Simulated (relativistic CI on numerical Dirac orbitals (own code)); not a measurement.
Calculated at this level of theory: Dirac-Coulomb-Breit CI, separate exchange-only KLI orbitals for each configuration, a model potential for QED, unscaled Slater integrals (own radial code, finite nucleus).

Configuration list (outside the closed core [Kr] 4d10): 4f13 5s2 5p2, 4f11 5s2 5p4, 4f12 5s2 5p3, 4f14 5s2 5p, 4f13 5s 5p3, 4f13 5s2 5p 5d, 4f13 5p4, 4f12 5s 5p4, 4f12 5s2 5p2 5d, 4f14 5s2 5d, 4f13 5s2 5d2, 4f14 5s 5p2, 4f11 5s2 5p3 6s, 4f13 5s 5p2 5d, 4f13 5s2 5p 5f, 4f14 5s2 6s, 4f12 5s2 5p2 6s, 4f14 5p3, 4f12 5s2 5p 5d2, 4f14 5s2 6p, 4f13 5s2 5p 6s, 4f13 5s2 5p 5g, 4f14 5s 5p 5d, 4f14 5s2 5f, 4f13 5s 5p2 5f, 4f13 5s2 5p 6p, 4f13 5s2 5f2, 4f14 5s 5p 6s, 4f13 5s2 5d 6s, 4f14 5s2 5g, 4f12 5s2 5p 6s2, 4f14 5s 5p 6p, 4f13 5s2 5d 6p, 4f14 5p2 5d, 4f13 5s2 6s2, 4f14 5s 5p 5f. Levels of other configurations are missing.

At this charge configurations can still be misplaced by up to about 7 % of their energy. Terms inside the open d or f shell come out 10 to 20 % too wide with unscaled integrals. Levels and lines within the n = 5 or 6 shells can be off by up to 10 % or somewhat more, and those that change n by about 2 %, since core polarisation is missing. Levels that differ in their count of f electrons can be misplaced by several ten thousand cm⁻¹, since the correlation energy of f electrons is missing or only estimated; rates across such gaps can be off by orders of magnitude. The computed lowest level isn't the tabulated ground level, which NIST ASD gives as 4f13 5p2 4F°7/2.

Outline of the computed level scheme of Lu IX. Lowest level of each configuration: 4f11 5s2 5p4 6K°_19/2 at 0.0000 eV; 4f12 5s2 5p3 6H°_15/2 at 5.2290 eV.

LS names give the leading component of a level, which can be under half, so a name can repeat, a term be missing and a line seem to break the LS rules.
